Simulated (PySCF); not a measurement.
Electrostatic solvation of a mixed set.

Computed with PySCF at PBE0/pcSseg-1, non-relativistic, each on one gas-phase PBE0-D3(BJ)/def2-SVP geometry that isn't relaxed in the solvent. The solvent is an IEF-PCM continuum (Bondi radii, 1.10 Å for H, scaled by 1.2). Only the electrostatic response of the medium enters.

Question: Order them by E(solvent) − E(gas) in methanol (ε = 32.61), most negative first (kJ/mol).
A. `[Cl:1][CH2:2][CH:3]1[CH:4]=[CH:5]1` with Cl1–C2–C3–C4 -142°
B. `[SH:1][c:2]1[cH:3][cH:4][cH:5][cH:6][cH:7]1` with H–S1–C2–C3 180°
C. methyldifluoroisocyanate silane (`C[Si](F)(F)N=C=O`)

Answer: B (-21.1), C (-18.4), A (-15.4).

| SMILES | charge | ΔE (kJ/mol) | polarisation term (kJ/mol) | HOMO shift (eV) | dipole gas (D) | dipole solvent (D) | atoms |
| --- | --- | --- | --- | --- | --- | --- | --- |
| Sc1ccccc1 | 0 | -21.1 | -24.1 | -0.06 | 1.18 | 1.61 | 13 |
| C[Si](F)(F)N=C=O | 0 | -18.4 | -20.4 | +0.16 | 2.61 | 3.11 | 10 |
| ClCC1C=C1 | 0 | -15.4 | -17.6 | +0.13 | 2.55 | 3.21 | 10 |

The polarisation term is half the interaction of the solute with the induced surface charges.
